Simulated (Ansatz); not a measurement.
## Ansatz (development build ahead of 0.2.0) run

```yaml
crystal:
  periodic: [false, false, false]
  atoms:
    - { symbol: H, position_ang: [1.65001, 1.0e-05, 0.36999] }
    - { symbol: H, position_ang: [0.825, 1.42894, 0.36999] }
    - { symbol: H, position_ang: [-0.825, 1.42895, 0.36999] }
    - { symbol: H, position_ang: [-1.64999, 0.0, 0.37] }
    - { symbol: H, position_ang: [-0.82501, -1.42894, 0.37001] }
    - { symbol: H, position_ang: [0.825, -1.42895, 0.37] }
    - { symbol: H, position_ang: [1.64999, 0.0, -0.36999] }
    - { symbol: H, position_ang: [0.82501, 1.42894, -0.37001] }
    - { symbol: H, position_ang: [-0.82501, 1.42895, -0.37] }
    - { symbol: H, position_ang: [-1.65, 0.0, -0.36999] }
    - { symbol: H, position_ang: [-0.825, -1.42894, -0.37] }
    - { symbol: H, position_ang: [0.82501, -1.42895, -0.36999] }
basis:
  gaussian: { orbitals: def2-SVP }
hamiltonian:
  xc: hf
```

The input is written out in the form of the current development build from the run's settings.

Output:

```
Converged                       : yes
Total energy                    : -6.54082 hartree
Spin squared of the determinant : 0.000
```

Caution: no unrestricted run beside it, a lower state can exist.
